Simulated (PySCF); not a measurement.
Compound: C7H6F (doublet state).
Z-matrix (Å and degrees, GFN2-xTB geometry), rows numbered from 1:
```
C 
C   1  1.3784
C   2  1.4246  1  121.52
C   3  1.3717  2  121.31  1   179.93
C   4  1.3924  3  120.80  2     0.02
C   5  1.3910  4  118.27  3     0.13
F   6  1.3521  5  118.30  4   179.86
C   6  1.3692  5  122.72  4    -0.17
H   1  1.0747  2  121.22  3  -179.97
H   1  1.0747  2  121.17  3    -0.12
H   3  1.0793  2  118.36  1    -0.02
H   4  1.0800  3  120.08  2  -179.99
H   5  1.0776  4  121.84  3  -179.76
H   8  1.0784  2  120.08  1    -0.04
```

The hyperfine couplings belong to this conformer and change with its torsions.

As a line formula: `[CH2]c1cccc(F)c1` [radical].

The calculation used UKS B3LYP, pcH-1 on C F H, non-relativistic, mean-field spin-orbit, GIAO in PySCF. Isolated species at its GFN2-xTB geometry, gas phase. A GFN2-xTB geometry isn't a minimum of the functional, and hyperfine couplings can be far from their values at a DFT geometry. Stability of the SCF solution: not tested. ⟨S²⟩ is 0.781 where a pure state has 0.75.

Q: What is the g tensor, term by term?

A: 
| Δg (ppm) | 1 | 2 | 3 |
| --- | --- | --- | --- |
| relativistic mass correction | -136 | -136 | -136 |
| gauge correction | -3 | 29 | 30 |
| orbital Zeeman/spin–orbit | -1 | 417 | 498 |
| total | -140 | 310 | 392 |

So g = 2.00218, 2.00263, 2.00271 and g_iso = 2.00251; the tensor is rhombic: the two nearest values differ by 15 % of g3 − g1. Axes: g1 is normal to the molecular plane and g2 points within 6° of the C2–C3 bond.

Q: What effective moment and Curie constant follow for a powder?

A: With the mean of g² = 4.0100 and S(S+1) = 0.75: μ_eff = √(⟨g²⟩S(S+1)) = 1.734 μB and χT = 0.12505·⟨g²⟩·S(S+1) = 0.376 cm³ K/mol (cgs; spin-Hamiltonian part alone).

Q: At 34.069 GHz, how far is the centre of the isotropic spectrum from where a free electron (g = 2.002319) resonates?

A: B = hν/(g μB) with μB/h = 13.99624 MHz/mT gives 1215.67 mT for the free electron and 1215.55 mT at g_iso, 0.11 mT lower.

Q: In a frozen sample, at which fields do the three g values resonate at 9.5, 34, 94 and 263 GHz (hyperfine left aside), and which band first spreads them over more than twice a line width of 0.5 mT?

A: 
```
band    GHz  B(g3) mT  B(g2) mT  B(g1) mT  spread mT
   X    9.5    338.92    338.93    339.01       0.09
   Q   34.0   1212.97   1213.02   1213.29       0.32
   W   94.0   3353.50   3353.63   3354.39       0.89
   J  263.0   9382.66   9383.04   9385.15       2.49
```

The spread grows in proportion to the frequency. J band is the first where it exceeds 1.0 mT.

Largest spin populations (Mulliken): C1 (+0.75), C5 (+0.30), C3 (+0.26) and C8 (+0.25). Four atoms exceed +0.15. The angles at C1 add up to 360.0°, so it is planar; its axial dipolar tensor and the negative couplings of its protons fit spin in a p orbital normal to that plane.

The HOMO–LUMO gaps are 4.94 eV among the α and 4.26 eV among the β orbitals.
